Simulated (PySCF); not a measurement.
A structure optimised at r2SCAN-D4/def2-SVP, used in a PySCF frequency run:

```
B
F 1 1.3373
O 1 1.3500 2 120.80
H 3 0.9680 1 112.23 2 0.00
Se 1 1.9514 2 117.83 3 180.00
H 5 1.4691 1 92.84 2 180.00
```

Write its SMILES, formula and point group.

OB(F)[SeH], BFH2OSe, Cs

What are its rotational constants (standard atomic weights)?

9.9354, 2.7034, 2.1251 GHz
